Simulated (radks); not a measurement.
Values are calculated unless marked as measured or tabulated.
Ionisation of S3+, [Ne] 3s2 3p1, to S4+, [Ne] 3s2, under several functionals. Non-relativistic Kohn-Sham, spin-unpolarised, spherical densities, point nucleus; a radial shooting solver on a logarithmic mesh with Libxc functionals.

| functional | E(S3+) (hartree) | Exc (hartree) | IE (eV) | -e(HOMO) (eV) | <r> HOMO (bohr) | IE error (eV) |
|---|---|---|---|---|---|---|
| PW91 | -395.56503 | -24.42566 | 46.903 | 40.367 | 1.663 | -0.319 |
| PBEsol | -394.77976 | -23.61642 | 46.762 | 40.238 | 1.663 | -0.460 |
| exchange-only PBE | -394.92747 | -23.77275 | 45.826 | 39.270 | 1.675 | -1.396 |
| AM05 | -394.33765 | -23.16057 | 46.745 | 40.224 | 1.662 | -0.477 |
| SOGGA | -394.68000 | -23.51545 | 46.643 | 40.132 | 1.664 | -0.579 |
| MS2 meta-GGA | -395.56612 | -24.43427 | 46.557 | 40.111 | 1.668 | -0.665 |
| TPSS | -395.59421 | -24.45726 | 46.736 | 40.261 | 1.666 | -0.486 |
| Wu-Cohen GGA | -395.15107 | -24.00108 | 46.840 | 40.301 | 1.660 | -0.382 |
| TASK exchange with Perdew-Wang LDA correlation | -395.37650 | -24.23685 | 46.379 | 40.143 | 1.667 | -0.843 |

NIST Atomic Spectra Database: 47.22 eV (semi-empirical). Closest: PW91. The Delta-SCF values span 1.08 eV, the total energies 1.26 hartree. The highest occupied level is 3p. Spin polarisation and multiplet splitting are left out, so open shells lie too high by an amount that depends on their filling.

Beside tabulated values, note that spin-unpolarised runs miss the spin-polarisation part of the exchange energy of open shells.
